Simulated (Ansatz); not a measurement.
(H2Al-mu-OH)2 (Al₂O₂H₆). Charge 0, multiplicity 1. Geometry r2SCAN-D4/def2-SVP, basis def2-TZVP, Ansatz.

| atom | x (Å) | y (Å) | z (Å) |
| --- | --- | --- | --- |
| Al1 | 0.829 | -1.097 | -0.399 |
| H2 | 0.259 | -2.153 | -1.440 |
| H3 | 2.290 | -1.220 | 0.214 |
| O4 | -0.378 | -0.633 | 0.955 |
| Al5 | -0.829 | 1.097 | 0.399 |
| H6 | -0.260 | 2.153 | 1.440 |
| H7 | -2.290 | 1.219 | -0.214 |
| O8 | 0.378 | 0.633 | -0.954 |
| H9 | -0.332 | -0.931 | 1.870 |
| H10 | 0.333 | 0.931 | -1.870 |

| run | HOMO (eV) | LUMO (eV) |
| --- | --- | --- |
| A | -10.23 | 1.27 |
| B | -8.00 | -0.27 |
| C | -6.48 | -1.37 |
| D | -9.05 | 0.13 |
| E | -7.38 | -0.94 |
| F | -7.78 | -0.58 |

HSE06 is defined as in plane-wave codes, on full-range PBE exchange.

Problem. The runs used BHLYP, HSE06, PBE, PBE0, r2SCAN0, ωB97X-V. Estimate which is which.

Solution. A ωB97X-V (range-separated); B r2SCAN0 (25 % exact exchange); C PBE (0 % exact exchange); D BHLYP (50 % exact exchange); E HSE06 (range-separated); F PBE0 (25 % exact exchange). Exact exchange lowers occupied and raises empty levels; among semilocal functionals meta-GGAs tend to open the gap a little, and such runs are hard to tell apart. The gap grows from 5.11 eV (PBE) to 11.50 eV (ωB97X-V).
